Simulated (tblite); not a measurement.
Computed values, GFN2-xTB/tblite, gas phase, harmonic and unscaled. The method is semi-empirical: single wavenumbers can be off by several per cent or more. Modes of hydrogen on silicon can be 10 to 20 % off. One conformer each. Thermal functions are those of the rigid rotor and harmonic oscillator, without mixing of conformers.

Question: Order these by their heat capacity Cp at 500 K, highest first (cal/(mol K)).
A. `C=Cc1cpccn1`
B. `Cc1cpc(Cl)s1`
C. `C[C@@H]1C[Si@@H](CF)N1`
D. `C#CP1C=CCC=C1`
E. `P1(C)CCC(=C1F)C`
F. `[SiH3]C[C@H]1C[SiH2][SiH2]1`

Answer: F (58.8), E (53.6), C (50.8), D (47.9), A (44.1), B (38.5).

```
                     SMILES  atoms  mass (u)  symmetry number  modes under 300 cm⁻¹  ZPE (kcal/mol)  S translation (cal/(mol K))  S rotation  S vibration      S    Cp
[SiH3]C[C@H]1C[SiH2][SiH2]1     18    132.02                1                     5            80.0                         43.1        30.6         49.4  123.1  58.8
            CC1=C(F)P(C)CC1     18    132.05                1                     7            90.3                         43.1        30.3         44.0  117.4  53.6
     C[C@@H]1C[Si@@H](CF)N1     17    119.06                1                     6            85.1                         42.8        29.8         42.3  115.0  50.8
              C#CP1C=CCC=C1     15    122.03                1                     5            69.5                         42.9        30.0         37.6  110.5  47.9
                C=Cc1cpccn1     14    123.02                1                     4            63.7                         42.9        30.0         31.8  104.7  44.1
               Cc1cpc(Cl)s1     11    149.95                1                     4            42.5                         43.5        30.7         31.6  105.9  38.5
```

Entropies and Cp are for 500 K and 1 bar.
